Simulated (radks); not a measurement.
Re5+, configuration [Xe] 4f14 5d2 (the NIST ground configuration).

Calculated with a radial shooting solver on a logarithmic mesh with Libxc functionals: Dirac Kohn-Sham, PBE, spin-unpolarised, spherical densities, point nucleus; open shells fill j = l - 1/2 first.

Energy parts (hartree):
total: -16712.5235
kinetic: 18905.5988
electron-nucleus: -41660.8104
Hartree: 6373.7464
exchange-correlation: -331.0583

Orbitals (lengths in bohr, moments of r in powers of bohr; r(max) is where P^2 peaks):
orbital	occ.	eigenvalue (hartree)	<r^4>	<1/r>	r(max)	small-component weight
1s1/2	2	-2632.143	5.455e-07	88.81	0.01123	8.03e-02
2s1/2	2	-457.8871	0.00008119	21.65	0.06471	1.82e-02
2p1/2	2	-438.1703	0.00004880	21.60	0.04802	1.83e-02
2p3/2	4	-385.2562	0.00007195	18.04	0.05496	1.65e-02
3s1/2	2	-107.7134	0.002990	7.946	0.1822	6.02e-03
3p1/2	2	-98.92655	0.002634	7.859	0.1705	5.96e-03
3p3/2	4	-87.43433	0.003510	6.936	0.1847	5.43e-03
3d3/2	4	-72.70509	0.002372	6.831	0.1445	5.32e-03
3d5/2	6	-70.21077	0.002588	6.615	0.1485	5.17e-03
4s1/2	2	-24.23917	0.06973	3.343	0.4130	1.99e-03
4p1/2	2	-20.57492	0.07589	3.232	0.4125	1.90e-03
4p3/2	4	-17.89409	0.1011	2.911	0.4423	1.70e-03
4d3/2	4	-11.88542	0.1280	2.699	0.4381	1.50e-03
4d5/2	6	-11.39009	0.1400	2.623	0.4475	1.45e-03
5s1/2	2	-5.31342	1.995	1.321	0.9354	4.68e-04
5p1/2	2	-4.18491	2.860	1.202	0.9967	3.96e-04
4f5/2	6	-3.82397	0.3619	2.186	0.4143	1.06e-03
5p3/2	4	-3.75714	3.854	1.096	1.075	3.46e-04
4f7/2	8	-3.73119	0.3850	2.155	0.4191	1.03e-03
5d3/2	2	-2.21132	10.70	0.8485	1.300	2.15e-04
5d5/2	0	-2.16108	11.62	0.8280	1.330	2.06e-04

The highest occupied level is 5d3/2 at -60.173 eV. The density falls to 0.001 e/bohr^3 at r = 2.95 bohr. For comparison, the ionisation energy in NIST's Atomic Spectra Database is 67 eV (theoretical). In exact Kohn-Sham theory the highest level is minus the ionisation energy, but local and semilocal functionals leave it too shallow, through self-interaction and a potential that decays too fast; potentials with the right tail come closer. Summed over all electrons, <r^2> = 28.20 bohr^2, which gives a Langevin (diamagnetic) susceptibility term of -22.3 x 10^-6 cm^3/mol.

Beside tabulated values, note that spin-unpolarised runs miss the spin-polarisation part of the exchange energy of open shells.
